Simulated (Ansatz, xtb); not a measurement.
# F2HN2Si: 4 structures ranked

4 gas-phase structures of F2HN2Si, found in a search over its isomers (lower ones may exist). Each was relaxed with GFN2-xTB:

A. `F[Si]1(F)[N]N1`, a doublet
B. `[N]=N[SiH](F)F`, a doublet
C. `[H]/N=N\[Si](F)F`, a doublet
D. `[H]/N=N/[Si](F)F`, a doublet

Task: Make a reasoned guess at their ranking by r2SCAN-D4/def2-SVP single-point energy.

Result: Calculated order at r2SCAN-D4/def2-SVP: B (0.0), A (118.2), D (195.5), C (203.6) kJ/mol.

Energies above the lowest of each column, in kJ/mol; the last columns are at B3LYP-D3(BJ)/def2-SVP geometries and were run for some of them only (a dash: not run or not comparable):

```
structure  GFN2-xTB  HF/STO-3G  r2SCAN-D4/def2-SVP  B3LYP-D3(BJ)/def2-SVP  CCSD(T)/def2-SVP
        B       0.0        0.0                 0.0                    0.0               0.0
        A      97.4      147.3               118.2                  134.3             147.8
        D      72.0      270.9               195.5                  136.2             164.7
        C      80.9      316.3               203.6                      –                 –
```

Every level run on B puts it lowest or level with the lowest. Flexible structures stand in one conformer each, not always the lowest. Frequencies (B3LYP-D3(BJ)/def2-SVP) were run for A, B, D alone. Open shells are spin-unrestricted, some with notable spin contamination.

Over these structures GFN2-xTB departs from r2SCAN-D4/def2-SVP by 56.3 kJ/mol on average once a common shift is removed. A GFN2-xTB relaxation took about 0.1 s and the r2SCAN-D4/def2-SVP energy about 3.1 s on a shared host (Ansatz 0.2.0, xtb 6.7.1).
